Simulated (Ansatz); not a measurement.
Gas-phase electronic energies from Ansatz, PBE0-D4/def2-TZVP geometries. CCSD(T)/CBS is the MP2 limit (def2-TZVPP, def2-QZVPP) plus CCSD(T) − MP2 in def2-TZVPP, frozen cores. DFT in def2-TZVPP. B3LYP here is the variant with VWN-RPA as its local correlation; programs differ in this. def2 core potentials past Kr. For Sn outer-core shells are correlated without core-valence functions, which leaves a few kJ/mol of doubt a bond. One conformer a species, not always the lowest.

Reaction (redistribution): `[SiH3][SnH2][SiH3]` + `C=C1C[SiH]1CF` → `F[CH2][SnH2][SiH3]` + `C=C1C[SiH]1[SiH3]`

```tsv
level	ΔE (kJ/mol)
r2SCAN-D4	35.2
B2PLYP	36.6
PBE0	36.5
B3LYP	36.8
MP2/def2-QZVPP	37.3
SCS-MP2/def2-QZVPP	36.5
HF/CBS(def2)	44.0
MP2/CBS(def2)	38.1
```

Q: What does CCSD(T)/CBS give? (Best estimate.)

A: Ansatz gave: +35.4 kJ/mol. The listed levels differ from it by -0.2, 1.2, 1.1, 1.4, 1.9, 1.1, 8.6, 2.7 kJ/mol.

Largest T1 diagnostic among the species: 0.013.

From PBE to PBE0 (25 % exact exchange), in def2-TZVPP and without D4, ΔE moves by +4.2 kJ/mol. In def2-TZVPP, CCSD(T) changes the Hartree–Fock value by −10.6 kJ/mol (the triples alone add −2.3 kJ/mol) and MP2 by −7.8 kJ/mol.
